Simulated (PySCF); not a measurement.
C$_{2}$H$_{10}$GeSi (SMILES [SiH3]C[CH2][GeH3]), singlet, geometry from GFN2-xTB. Base run: PySCF with M062X/6-31G.

PySCF was given this input:
```python
from pyscf import gto, scf, dft, solvent

mol = gto.M(
    atom='''
Si    2.87917038   -0.35591965   -0.53568812
C     1.06604270    0.20316240   -0.65535764
C     0.19832672   -0.37826285    0.45773438
Ge   -1.68020026    0.21001359    0.30693960
H     3.64193693    0.24826569   -1.62856195
H     2.93433762   -1.81680384   -0.63007332
H     3.42507603    0.06958527    0.75540466
H     1.01172619    1.29425705   -0.61948776
H     0.65177143   -0.08988650   -1.62348385
H     0.23514976   -1.46908504    0.42870549
H     0.59065496   -0.07900537    1.43168675
H    -1.78603126    1.70203930    0.36408193
H    -2.55952631   -0.33978099    1.38782790
H    -2.27328868   -0.20654239   -1.00279405
''',
    basis='6-31g',
    verbose=3,
)

mf = dft.RKS(mol)
mf.xc = 'm062x'
mf.kernel()
mf.analyze()
```

Each row names what was changed in the base input (with any setting that the change needs).

```csv
change,ΔE vs base (kJ/mol),dipole (D),HOMO-LUMO gap (eV)
base,0.00,0.23,10.36
model = IEF-PCM; solvent = acetonitrile; lebedev_order = 41,-3.16,0.29,10.34
model = SS(V)PE; solvent = acetonitrile,-3.09,0.29,10.34
model = IEF-PCM; solvent = acetonitrile; lebedev_order = 11,-2.98,0.29,10.34
model = IEF-PCM; solvent = tetrahydrofuran,[?],0.28,10.34
model = IEF-PCM; solvent = acetonitrile; vdw_scale = 1.1,[?],0.29,[?]
model = IEF-PCM; solvent = acetonitrile; vdw_scale = 1.0,-6.01,0.29,10.32
model = IEF-PCM; solvent = acetonitrile; vdw_scale = 1.4,[?],0.28,10.35
model = IEF-PCM; solvent = acetonitrile; r_probe = 0.5,-1.29,0.27,10.35
model = C-PCM; solvent = acetonitrile,-3.18,0.29,10.34
model = IEF-PCM; solvent = water,-3.22,0.29,10.34
model = COSMO; solvent = acetonitrile,-3.13,0.29,10.34
```

Problem. What belongs in the gaps?

Solution. 
- model = IEF-PCM; solvent = tetrahydrofuran, ΔE vs base (kJ/mol): -2.62
- model = IEF-PCM; solvent = acetonitrile; vdw_scale = 1.1, ΔE vs base (kJ/mol): -4.15
- model = IEF-PCM; solvent = acetonitrile; vdw_scale = 1.1, HOMO-LUMO gap (eV): 10.33
- model = IEF-PCM; solvent = acetonitrile; vdw_scale = 1.4, ΔE vs base (kJ/mol): -1.86

The base is the gas phase, so ΔE is the electrostatic part of solvation at a fixed geometry, without cavity and dispersion terms.
